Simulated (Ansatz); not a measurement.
CH$_{3}$NO$_{2}$Si (`O=C=N[SiH2]O`), relaxed with RKS PBE-D4/def2-SVP in Ansatz from a rough embedded geometry. The force threshold is 0.03 eV/Å; the program also tests the step.

The species carries charge 0 and has multiplicity 1.

Start:

```xyz
8

O    -2.208   -2.114   -0.971
C    -1.389   -1.301   -0.527
N    -0.608   -0.515   -0.101
Si    0.777    0.497   -0.181
O     0.726    1.263    1.354
H     2.014   -0.336   -0.209
H     0.703    1.471   -1.232
H    -0.015    1.034    1.867
```

Task: By how much does the energy fall, and how many steps does the optimiser take? (An estimate is asked.)

Result: Ansatz gave: 9.94 kcal/mol, in 14 steps.

Task: Which bonds change most? (An estimate is asked.)

Result: Ansatz gave: Si4–H7 from 1.434 to 1.501 Å; O1–C2 from 1.237 to 1.182 Å; Si4–O5 from 1.717 to 1.670 Å; O5–H8 from 0.930 to 0.974 Å.

Task: Give the relaxed structure. (An estimate is asked.)

Result: Ansatz gave: 
```xyz
8

O    -2.293   -2.199   -0.829
C    -1.429   -1.416   -0.634
N    -0.554   -0.603   -0.443
Si    0.776    0.450   -0.084
O     0.761    0.941    1.512
H     2.052   -0.305   -0.260
H     0.661    1.607   -1.034
H     0.026    1.525    1.772
```
